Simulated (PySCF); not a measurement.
## Worked example: oscillator strength and radiative lifetime

Al(F)(H)(NCO) (CHAlFNO), SMILES O=C=[N][AlH][F].

The structure is a stationary point at B3LYP-D3(BJ)/def2-SVP. The values are those of a single conformer.

TDA-ωB97X/def2-SVPD (PySCF) puts the first singlet state with f over 0.02 at 7.09 eV (vertical), with the transition dipole (-0.148, 0.534, 0.000) in atomic units.

Question: Find the oscillator strength, the wavelength and the radiative lifetime that this transition would have in vacuum if emission retraced absorption.

Answer: 
|μ|² = 0.3071 au, so |μ| = 1.41 D. ΔE = 7.09/27.211 = 0.2606 hartree. f = (2/3) ΔE |μ|² = 0.053 (the program prints 0.053).
λ = 1239.84/7.09 = 175 nm; ν = 57185 cm⁻¹.
Einstein's coefficient A = 0.6670 ν² f s⁻¹ (ν in cm⁻¹) = 1.2e8 s⁻¹, so τ = 1/A = 8.6 ns. This state is S2; the lower singlet has f = 0.004. The figure is the radiative limit of this one transition; relaxation, internal conversion, crossing to triplets and a medium change what is measured.
